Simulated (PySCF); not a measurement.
**Relaxation of doublet HRuO₂**

Method: PySCF, UPBE0, basis Ru def2-TZVP with ECP28, O def2-TZVP, H def2-TZVP (scalar-relativistic core potentials, no spin–orbit coupling, density fitting). A (50,194) grid was used.

A hand-made trigonal planar start, of C2v symmetry, held to at least that symmetry:

```xyz
4
charge 0 multiplicity 2, angstrom
Ru    0.1910    0.0000    0.0000
O    -0.6640    1.4809    0.0000
O    -0.6640   -1.4809    0.0000
H     1.7610    0.0000    0.0000
```

(1) What forces act on the atoms at the start (eV/Å)?

(2) What does it relax to?

(3) How much energy is released, and in how many steps?

Answers

(1) 
```json
{"atom": "Ru1", "Fx": "-4.57", "Fy": "0.40", "Fz": "0.00"}
{"atom": "O2", "Fx": "2.04", "Fy": "-1.53", "Fz": "0.00"}
{"atom": "O3", "Fx": "1.80", "Fy": "1.13", "Fz": "0.00"}
{"atom": "H4", "Fx": "0.74", "Fy": "0.01", "Fz": "0.00"}
```

(2) It ends at C2v with Ru–H 1.591 Å, Ru–O 1.657 Å (×2); H–Ru–O 108.5° (×2), O–Ru–O 143.1° (after a last refinement on a finer grid). A frequency run shows 1 imaginary mode, down to 205i cm⁻¹, so it is a saddle point. Other isomers or separated fragments may lie lower.

(3) 54.1 kJ/mol in 6 steps.

Open d and f shells are described by one determinant, and the ground state may have another occupation or spin.
